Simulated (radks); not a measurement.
The numbers below are computed, except where a source is named.
Q: These are the eigenvalues of the occupied orbitals of an atom or ion with whole-number occupations (hartree). Code: a radial shooting solver on a logarithmic mesh with Libxc functionals. Model: Dirac Kohn-Sham, LDA (Slater exchange, Perdew-Wang correlation), spin-unpolarised, spherical densities, finite nucleus; Fermi nuclear charge, rms radius of each element as measured or else 0.836 A^(1/3) + 0.57 fm.

| orbital | eigenvalue |
|---|---|
| 1s1/2 | -216.3383 |
| 2s1/2 | -25.23788 |
| 2p1/2 | -21.58425 |
| 2p3/2 | -21.26731 |
| 3s1/2 | -3.48110 |
| 3p1/2 | -2.46531 |
| 3p3/2 | -2.42701 |
| 3d3/2 | -0.85127 |

Which element is it, and in what charge state? The configuration may be excited. Open shells, if any, fill j = l - 1/2 first.

A: Z = 24, chromium, charge +2: Cr2+ in [Ar] 3d4. The list shows which subshells hold electrons but not how many an open one holds; the 1s level, -216.34 hartree, gives Z - s = 20.8 by -(Z - s)^2/2, which with screening and relativity narrows Z to a few neighbours, and the depths of the outer levels then fix element, charge and occupations together.
